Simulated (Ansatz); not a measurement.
Input for Ansatz (a first-principles code): R-CCSD(T)/cc-pV(D+d)Z on BH5P2 (SMILES PBP), a point of a torsion scan. Files ending in .json are basis or fitting sets from the Basis Set Exchange.

Ansatz 0.2 input:
```yaml
crystal:
  periodic: [false, false, false]
  atoms:
    - {symbol: P, position_ang: [1.76093425, 0.00635461, -0.29677497]}
    - {symbol: B, position_ang: [0.09141776, -0.77616765, 0.02916443]}
    - {symbol: P, position_ang: [-1.44677617, -0.31518750, -0.92577130]}
    - {symbol: H, position_ang: [1.39718597, 1.26959650, -0.72990274]}
    - {symbol: H, position_ang: [2.09169782, 0.37821108, 0.98933282]}
    - {symbol: H, position_ang: [0.05919683, -1.71656284, 0.72862843]}
    - {symbol: H, position_ang: [-1.39203387, 1.06520996, -0.88633836]}
    - {symbol: H, position_ang: [-2.39035335, -0.44062546, 0.07295291]}
basis:
  gaussian:
    orbitals: cc-pV_D+d_Z.json
magnetization: {spin_polarized: false}
correlation: {method: ccsd_t, electrons: outside_noble_gas}
scf: {lower_state_search: off}
```

Task: Give the final energy of this run.

Result: -709.4660 hartree (reference determinant -709.0631, T1 diagnostic 0.017).
